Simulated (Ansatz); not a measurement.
Computed with Ansatz.

`CCB(C)F` at its PBE0-D4/def2-TZVP geometry, where that method's forces vanish. Charge 0, multiplicity 1.

| atom | x (Å) | y (Å) | z (Å) |
| --- | --- | --- | --- |
| C1 | -0.7831 | -0.5373 | 1.7546 |
| C2 | -0.0032 | -0.6634 | 0.4534 |
| B3 | 0.0454 | 0.5999 | -0.4686 |
| C4 | 0.7794 | 0.6741 | -1.8476 |
| F5 | -0.5848 | 1.7076 | -0.0612 |
| H6 | -0.7611 | -1.4639 | 2.3327 |
| H7 | -0.3764 | 0.2569 | 2.3846 |
| H8 | -1.8298 | -0.2884 | 1.5663 |
| H9 | -0.3891 | -1.4929 | -0.1565 |
| H10 | 1.0384 | -0.9576 | 0.6480 |
| H11 | 1.5102 | 1.4902 | -1.8419 |
| H12 | 0.0624 | 0.9228 | -2.6380 |
| H13 | 1.2916 | -0.2479 | -2.1257 |

(1) For each bond, give half the difference of the two atoms' forces along it (eV/Å; positive pushes the atoms apart) under PBE-D4, r2SCAN-D4, B3LYP-D4, ωB97M-V in def2-TZVPP. (An estimate is asked.)

Results:

(1) The calculation gave: 
| bond | length (Å) | PBE-D4 | r2SCAN-D4 | B3LYP-D4 | ωB97M-V |
| --- | --- | --- | --- | --- | --- |
| C1–C2 | 1.522 | 0.01 | 0.14 | 0.23 | 0.20 |
| C1–H6 | 1.092 | 0.09 | -0.04 | -0.07 | -0.08 |
| C1–H7 | 1.092 | 0.11 | -0.03 | -0.06 | -0.08 |
| C1–H8 | 1.092 | 0.11 | -0.03 | -0.06 | -0.08 |
| C2–B3 | 1.565 | -0.13 | -0.07 | -0.05 | -0.04 |
| C2–H9 | 1.100 | 0.13 | -0.01 | -0.08 | -0.10 |
| C2–H10 | 1.100 | 0.13 | -0.01 | -0.08 | -0.10 |
| B3–C4 | 1.564 | -0.15 | -0.05 | 0.00 | 0.02 |
| B3–F5 | 1.338 | 0.49 | 0.19 | 0.18 | 0.20 |
| C4–H11 | 1.095 | 0.13 | -0.01 | -0.04 | -0.07 |
| C4–H12 | 1.096 | 0.13 | -0.01 | -0.04 | -0.06 |
| C4–H13 | 1.091 | 0.11 | -0.02 | -0.04 | -0.05 |

B3LYP here is the variant with VWN-RPA as its local correlation; programs differ in this.
